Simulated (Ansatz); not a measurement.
F$_{4}$Hf, singlet, at a GFN2-xTB geometry of the parent state (such geometries of metal compounds can be far from the true shape) (the multiplicity is a formal guess) (core potentials on Hf); Ansatz (an electronic-structure program) with PBE0/def2-SVP.

Here is a job for Ansatz.
Ansatz 0.2 input:
```yaml
crystal:
  periodic: [false, false, false]
  atoms:
    - {symbol: Hf, position_ang: [0.00000000, -0.00000000, -0.00000000]}
    - {symbol: F, position_ang: [1.22674153, 0.87023871, -1.08387958]}
    - {symbol: F, position_ang: [0.88960024, -1.19152916, 1.10719231]}
    - {symbol: F, position_ang: [-1.21136832, -0.92425168, -1.05610168]}
    - {symbol: F, position_ang: [-0.90497345, 1.24554213, 1.03278894]}
basis:
  gaussian:
    orbitals: def2-SVP
hamiltonian:
  xc: pbe0
```

Q: What does Ansatz print? Leave out banner, timings and long lists.

A: 
```
Functional definition: PBE0
939 factors; their error is unknown
mean field evaluation 1: about -12157.3161 eV, gradient 6.5e1 eV
mean field evaluation 2: about -12138.2542 eV, gradient 1.3e2 eV
mean field evaluation 4: about -12163.9085 eV, gradient 1.2e0 eV
mean field evaluation 8: about -12164.0148 eV, gradient 1.4e-2 eV
mean field -12164.01481138 eV, -447.0192992527 hartree, gradient 4.9e-5 eV, S^2 0.000000; 0 other end points of the search recorded, 0 dependent functions left out
reference -12164.01486601 eV, -447.0193012603 hartree; 24, 24 occupied and 64, 64 virtual orbitals, 939 factors
Total energy: -12164.01486601 eV, -447.0193012603 hartree
```
